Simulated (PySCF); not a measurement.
**CH8O3SSi2**

The system: CH8O3SSi2, a molecule drawn to mimic a surface site (built as: Si site whose three back bonds go to OH, SSiH3, OCH3; end group OH); neutral, singlet. The structure, one conformer, was relaxed in the gas phase by PBE0-D3(BJ)/def2-SVP. No frequency run checks that it is a minimum.

SMILES: CO[Si](O)(O)S[SiH3]

```
atom   x (Å)   y (Å)   z (Å)
 Si1   0.739  -0.475  -0.670
  O2   0.953  -0.545  -2.306
  S3   2.146   0.890   0.158
 Si4   0.849   1.831   1.609
  O5  -0.715   0.107  -0.161
  C6  -1.926  -0.605  -0.098
  O7   0.832  -2.031  -0.138
  H8   1.192   0.285  -2.730
  H9   1.779   2.685   2.406
 H10  -0.176   2.701   0.970
 H11   0.208   0.834   2.511
 H12  -2.581  -0.114   0.637
 H13  -1.764  -1.650   0.213
 H14  -2.436  -0.602  -1.076
 H15   1.422  -2.612  -0.627
```

Shieldings: GIAO PBE0/pcSseg-1. Shifts are against computed references at the same level: C TMS (σ 184.4 ppm), H TMS (σ 31.27 ppm), Si TMS (σ 352.0 ppm). Core levels by delta-SCF with SCAN, pcX-2 on the ionised atom and pcseg-1 elsewhere, spin-free X2C (2p3/2 is the spin-free 2p value less a third of a first-order spin-orbit splitting); from the vacuum level, for chosen atoms.

(1) Give the NMR and core-level values of the distinct atoms.

(2) Which of O2, O5, O7 holds its core electrons tightest, and by how much against the loosest?

(3) By CAM-B3LYP/def2-SVPD (TDDFT singlets, Tamm-Dancoff triplets, ionisation by delta-SCF), where does absorption start, and what does vertical ionisation take?

Answers

(1) 
```csv
atoms,bonded to,σ (ppm),δ (ppm),core level (eV)
Si1,3 O + 1 S,389.7,-37.7,2p3/2 108.33
O2,1 Si + 1 H,250.2,-,1s 538.81
S3,2 Si,781.9,-,2p3/2 168.67
Si4,1 S + 3 H,403.8,-51.8,-
O5,1 C + 1 Si,284.4,-,1s 538.34
C6,1 O + 3 H,131.8,52.6,-
O7,1 Si + 1 H,277.2,-,1s 538.83
H8,1 O,29.21,2.05,-
H9 H10 H11,1 Si,26.78,4.49,-
H12 H13 H14,1 C,27.49,3.77,-
H15,1 O,29.30,1.96,-
```

Values are those of this one static structure, with the three H of a rotating XH3 group averaged; atoms that internal rotation interchanges would show their mean in an NMR spectrum.

(2) O7 (bonded to 1 Si + 1 H), by 0.49 eV over O5 (bonded to 1 C + 1 Si).

(3) The lowest singlet lies at 6.19 eV (f 0.025), the strongest of the first 6 at 7.62 eV (f 0.040), the lowest triplet at 5.85 eV; vertical ionisation takes 9.60 eV.
